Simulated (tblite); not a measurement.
Record of a relaxation.

Compound: C4H12AsB.
Atom-mapped SMILES: `[BH2:1][AsH:2][C:3]([CH3:4])([CH3:5])[CH3:6]` (hydrogens: H7, H8 on B1; H9 on As2; H10, H11, H12 on C4; H13, H14, H15 on C5; H16, H17, H18 on C6)

Computed with GFN2-xTB (tblite), gas phase: L-BFGS steps from a force-field or distance-geometry start until the largest atomic force falls under 0.01 eV/Å. 6 of its 160 geometries are shown.

Step 0: E = -494.5735 eV, largest atomic force 3.587 eV/Å
```
atom  x, y, z in Å  |  force x, y, z in eV/Å
B1      2.543    0.404    1.372    0.923  -1.375  -1.310
As2     1.471    0.646   -0.341    1.762   3.103   0.367
C3     -0.350    0.014   -0.221   -1.125  -1.283  -0.144
C4     -1.273    1.210   -0.517    0.202   0.268   0.839
C5     -0.752   -0.567    1.112   -1.042  -0.258   0.862
C6     -0.650   -1.032   -1.285   -0.092   0.067  -0.482
H7      3.425    1.159    1.626   -0.508  -0.088  -0.108
H8      2.644   -0.698    1.791   -0.510   0.407   0.669
H9      2.238    0.241   -1.617   -0.224  -0.735   0.720
H10    -1.948    0.890   -1.315   -0.053   0.922   0.286
H11    -1.816    1.502    0.419    0.140  -0.071  -1.072
H12    -0.620    2.052   -0.764   -0.509   0.231  -0.492
H13    -0.018   -0.391    1.915   -0.182  -0.242  -0.229
H14    -1.703   -0.068    1.403    0.589  -0.532   0.326
H15    -1.019   -1.639    1.007    0.526   0.506   0.441
H16    -1.738   -0.934   -1.500    0.769  -0.819  -0.201
H17    -0.396   -2.049   -0.928   -0.066   0.512  -0.564
H18    -0.046   -0.734   -2.168   -0.602  -0.613   0.092
```

Step 32: E = -496.3802 eV, largest atomic force 0.446 eV/Å
```
atom  x, y, z in Å  |  force x, y, z in eV/Å
B1      2.503    0.212    1.223    0.112  -0.163  -0.119
As2     1.550    0.943   -0.330   -0.289  -0.083  -0.330
C3     -0.357    0.151   -0.220   -0.139  -0.211   0.128
C4     -1.394    1.255   -0.506    0.056  -0.064   0.007
C5     -0.732   -0.476    1.135   -0.078  -0.138   0.107
C6     -0.465   -0.881   -1.352   -0.026  -0.044   0.074
H7      3.640    0.469    1.280    0.149  -0.019   0.128
H8      2.068   -0.590    1.942   -0.012  -0.041   0.271
H9      2.202   -0.286   -1.014   -0.131   0.353   0.155
H10    -2.272    0.803   -0.972   -0.006   0.098   0.034
H11    -1.726    1.729    0.419    0.187   0.131  -0.118
H12    -1.002    2.018   -1.183   -0.011  -0.042   0.027
H13    -0.168   -0.065    1.979   -0.057   0.119  -0.245
H14    -1.789   -0.306    1.355    0.067  -0.044  -0.095
H15    -0.590   -1.556    1.156    0.187   0.003  -0.144
H16    -1.452   -1.353   -1.361    0.035   0.130  -0.045
H17     0.271   -1.685   -1.254    0.016   0.143   0.078
H18    -0.296   -0.376   -2.309   -0.062  -0.127   0.088
```

Step 64: E = -496.7193 eV, largest atomic force 0.098 eV/Å
```
atom  x, y, z in Å  |  force x, y, z in eV/Å
B1      2.463    0.020    1.272   -0.043  -0.084   0.027
As2     1.507    0.980   -0.144   -0.045   0.035  -0.014
C3     -0.371    0.152   -0.225   -0.039  -0.042   0.012
C4     -1.364    1.279   -0.498   -0.012   0.020  -0.029
C5     -0.730   -0.529    1.087   -0.031   0.010   0.045
C6     -0.450   -0.877   -1.343    0.001  -0.022  -0.045
H7      3.599   -0.233    1.139    0.030   0.013  -0.003
H8      1.997   -0.166    2.334    0.018   0.032  -0.034
H9      2.080    0.214   -1.301    0.013  -0.013  -0.030
H10    -2.386    0.905   -0.525   -0.031  -0.034   0.021
H11    -1.297    2.048    0.269   -0.002   0.011   0.093
H12    -1.148    1.746   -1.457    0.033   0.031  -0.079
H13    -0.637    0.159    1.925    0.007   0.061   0.052
H14    -1.760   -0.886    1.055   -0.025   0.008   0.020
H15    -0.083   -1.386    1.271    0.044  -0.021   0.000
H16    -1.420   -1.378   -1.319    0.024  -0.010  -0.027
H17     0.329   -1.631   -1.232   -0.001  -0.057   0.018
H18    -0.339   -0.410   -2.321    0.059   0.062  -0.028
```

Step 95: E = -496.7323 eV, largest atomic force 0.026 eV/Å
```
atom  x, y, z in Å  |  force x, y, z in eV/Å
B1      2.476   -0.009    1.242   -0.012  -0.009  -0.005
As2     1.489    0.987   -0.127   -0.012   0.000  -0.004
C3     -0.384    0.147   -0.215    0.005   0.003  -0.006
C4     -1.383    1.266   -0.502    0.000   0.000  -0.001
C5     -0.746   -0.512    1.109    0.007  -0.005   0.000
C6     -0.427   -0.881   -1.338   -0.002  -0.005  -0.005
H7      3.608   -0.266    1.073    0.006   0.000   0.002
H8      2.047   -0.180    2.321   -0.008  -0.011  -0.006
H9      2.053    0.264   -1.320   -0.005   0.010  -0.008
H10    -2.401    0.876   -0.556    0.003  -0.002   0.007
H11    -1.344    2.016    0.290   -0.012   0.005  -0.022
H12    -1.152    1.753   -1.450    0.016   0.005   0.007
H13    -0.654    0.199    1.931    0.001  -0.006  -0.002
H14    -1.775   -0.872    1.085   -0.008   0.002   0.007
H15    -0.092   -1.361    1.310    0.007  -0.001   0.014
H16    -1.425   -1.317   -1.421    0.009   0.004   0.013
H17     0.282   -1.690   -1.151   -0.003   0.018  -0.005
H18    -0.180   -0.416   -2.293    0.008  -0.009   0.016
```

Step 127: E = -496.8017 eV, largest atomic force 0.067 eV/Å
```
atom  x, y, z in Å  |  force x, y, z in eV/Å
B1      2.531   -0.355    0.838    0.034   0.032  -0.048
As2     1.367    1.146    0.322   -0.035  -0.011   0.005
C3     -0.401    0.205   -0.076    0.016  -0.032  -0.010
C4     -1.395    1.206   -0.663    0.049  -0.023  -0.018
C5     -0.937   -0.323    1.251   -0.029   0.009  -0.037
C6     -0.204   -0.937   -1.067    0.010   0.014   0.023
H7      3.664   -0.380    0.532   -0.038   0.022  -0.018
H8      2.179   -1.171    1.605   -0.018  -0.002   0.006
H9      1.819    1.268   -1.111   -0.008  -0.032  -0.007
H10    -2.334    0.709   -0.909   -0.020  -0.002   0.009
H11    -1.606    2.004    0.047    0.023   0.032   0.034
H12    -1.000    1.652   -1.577    0.037   0.006   0.013
H13    -0.972    0.487    1.982   -0.013  -0.019   0.047
H14    -1.946   -0.716    1.132    0.001  -0.034  -0.005
H15    -0.302   -1.120    1.639   -0.023   0.050  -0.007
H16    -1.151   -1.446   -1.256    0.001   0.000  -0.012
H17     0.508   -1.669   -0.685    0.008  -0.007   0.022
H18     0.172   -0.555   -2.017    0.006  -0.003   0.002
```

Step 159: E = -496.8142 eV, largest atomic force 0.008 eV/Å
```
atom  x, y, z in Å  |  force x, y, z in eV/Å
B1      2.550   -0.365    0.740   -0.001  -0.002  -0.005
As2     1.340    1.149    0.402    0.005   0.001   0.001
C3     -0.409    0.198   -0.037    0.004   0.003   0.004
C4     -1.355    1.209   -0.678    0.001  -0.002   0.003
C5     -1.007   -0.318    1.266    0.002   0.000  -0.002
C6     -0.173   -0.958   -1.002   -0.001   0.003   0.001
H7      3.653   -0.361    0.344   -0.002   0.004   0.005
H8      2.248   -1.232    1.471    0.001  -0.004   0.000
H9      1.737    1.379   -1.036    0.000  -0.003  -0.003
H10    -2.302    0.738   -0.944   -0.001   0.006   0.005
H11    -1.557    2.032    0.008   -0.002  -0.004  -0.005
H12    -0.910    1.621   -1.586   -0.005   0.000   0.004
H13    -1.165    0.505    1.965   -0.002   0.002  -0.002
H14    -1.968   -0.803    1.086   -0.003  -0.001  -0.004
H15    -0.343   -1.045    1.733    0.001   0.004   0.004
H16    -1.119   -1.438   -1.263    0.002  -0.004  -0.005
H17     0.481   -1.708   -0.557    0.001  -0.004   0.000
H18     0.290   -0.599   -1.923    0.000   0.000  -0.003
```

**Question.** Summarise the path.

**Answer.** The energy falls by 216.19 kJ/mol from step 0 to step 159; nine tenths of that is first reached at step 43. It falls at every step. The largest force goes from 3.587 to 0.008 eV/Å. Among the bonds As2–C3 changes most, from 1.932 to 2.039 Å; the atoms move by 0.959 Å rms after alignment.

What follows is the cost of the whole relaxation. The run took 1.1 s wall on an Arm Neoverse V1 with one thread, no GPU, on a shared host.
